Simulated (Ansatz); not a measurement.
H2AlO2, charge +1, singlet, at a GFN2-xTB geometry (such geometries of metal compounds can be far from the true shape); HF/3-21G run with Ansatz (an electronic-structure program).

The Ansatz input:
Ansatz 0.2 input:
```yaml
crystal:
  periodic: [false, false, false]
  atoms:
    - {symbol: Al, position_ang: [0.00132080, 0.02336884, 0.00560416]}
    - {symbol: O, position_ang: [1.23746324, 0.11111106, -1.01695056]}
    - {symbol: H, position_ang: [1.88158776, 0.60380242, -1.53726831]}
    - {symbol: O, position_ang: [-1.24415863, -0.22957239, 0.98854196]}
    - {symbol: H, position_ang: [-1.84519501, 0.04009327, 1.69168308]}
basis:
  gaussian:
    orbitals: 3-21G.json
hamiltonian:
  xc: hf
total_charge: 1
```
The basis file holds 3-21G in the JSON format of the Basis Set Exchange.

What the program printed (banner, timings and long lists left out):

```
Functional definition: HF
353 factors; integrals over basis functions are off by at most 3.4e-4 eV
mean field evaluation 1: about -10617.2045 eV, gradient 7.3e1 eV
mean field evaluation 2: about -10617.2108 eV, gradient 7.3e1 eV
mean field evaluation 4: about -10625.3847 eV, gradient 1.4e0 eV
mean field evaluation 8: about -10625.3868 eV, gradient 1.5e-5 eV
mean field -10625.38676068 eV, -390.4757613090 hartree, gradient 7.8e-6 eV, S^2 0.000000; 0 other end points of the search recorded, 0 dependent functions left out
reference -10625.38676068 eV, -390.4757613090 hartree; 15, 15 occupied and 20, 20 virtual orbitals, 353 factors
Total energy: -10625.38676068 eV, -390.4757613090 hartree
```
